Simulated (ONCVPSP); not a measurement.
# Mn, ONCV: configuration errors across variants

ONCVPSP 4.0.1 input, shortened (lines: element, Z, core and valence counts, functional; n l f; lmax; l rc ep ncon nbas qcut; lloc lpopt rc5 dvloc0; l nproj debl; icmod fcfact rcfact), LDA (Perdew-Wang 92), scalar-relativistic:

```
  Mn 25.00    3    4  -001012      upf
    1    0    2.00
    2    0    2.00
    2    1    6.00
    3    0    2.00
    3    1    6.00
    3    2    5.00
    4    0    2.00
    2
    0    1.50    0.00    4    9    8.10
    1    1.45    0.00    5    9    9.40
    2    2.00    0.00    4    9    6.20
    4    5    0.90    0.00
    0    3    2.00
    1    2    1.90
    2    2    1.80
    3    4.75    1.30
```

In the p channel the program set the typed energies aside and used -2.002, 0.250 Ha.

All-electron excitation energies from the reference (eV): (1) 3s2 3p6 3d5 4s1 8.647; (2) 3s2 3p6 3d5 4s0 24.517; (3) 3s2 3p6 3d4 4s0 57.332; (4) 3s2 3p6 3d6 4s0 7.009.

Errors AE − PS in meV (a dash: test not solved or not reliable):

```csv
change,(1),(2),(3),(4),bound ghosts,GHOST(+) flags above zero
base,+2.4,+12,+190,+202,none,s
p: rc 1.04,+2.4,+12,+189,+202,none,s
p: rc 1.18,+2.4,+12,+190,+202,none,s
p: rc 1.3,+2.4,+12,+190,+202,none,s
p: rc 1.52,+2.4,+12,+190,+202,none,s
p: rc 1.6,+2.4,+12,+189,+202,none,s
p: rc 1.74,+2.4,+12,+189,+202,none,s
p: rc 2.08,+2.3,+11,+187,+201,none,s
```

**Question.** Give the same row for: p: rc 1.92.

**Answer.** +2.4, +12, +188, +201; bound ghosts: none; GHOST(+) flags above zero: s.
